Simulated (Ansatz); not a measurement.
`[OH][GeH2][GeH3]` + `[CH3]`• → `[OH][GeH][GeH3]`• + CH₄  (hydrogen abstraction from a Ge–H bond)

Isolated molecules relaxed with PBE0-D4/def2-TZVP in Ansatz; ΔE leaves out vibrations. CCSD(T)/CBS is the MP2 limit (def2-TZVPP, def2-QZVPP) plus CCSD(T) − MP2 in def2-TZVPP, frozen cores. This one scheme is used for every species. DFT in def2-TZVPP. No spin–orbit coupling; open shells (•) take unrestricted orbitals. For Ge outer-core shells are correlated without core-valence functions, which leaves a few kJ/mol of doubt a bond. Scalar relativity is left out up to krypton. One conformer a species, not always the lowest.

| level | ΔE (kJ/mol) |
| --- | --- |
| revPBE-D4 | -124.9 |
| MP2/def2-QZVPP | -111.3 |

Q: What does CCSD(T)/CBS give? (Estimate.)

A: Computed: -106.0 kJ/mol. The listed levels differ from it by -18.9, -5.3 kJ/mol.

Q: What do rigid-rotor, harmonic-oscillator terms from PBE0-D4/def2-TZVP frequencies (298.15 K, 1 bar) make of the CCSD(T)/CBS value? (Estimate.)

A: The calculation gave: ΔZPE = +16.4 kJ/mol, ΔH = -90.9 kJ/mol, ΔS = -7 J/(mol·K), ΔG = -88.7 kJ/mol. Open shells count their whole term as degenerate.

Largest T1 diagnostic among the species: 0.014.

Leaving LDA and LC-ωPBE aside and taking each functional with its dispersion term where it has one, the values, not all of them listed here, spread over 23.2 kJ/mol, from PBE-D4 to r2SCAN0-D4. LDA lies −13.5 kJ/mol from PBE without D4. From r2SCAN to r2SCAN0 (25 % exact exchange), in def2-TZVPP and without D4, ΔE moves by +4.4 kJ/mol. In def2-TZVPP, CCSD(T) changes the Hartree–Fock value by −27.8 kJ/mol (the triples alone add −3.8 kJ/mol) and MP2 by −33.3 kJ/mol.
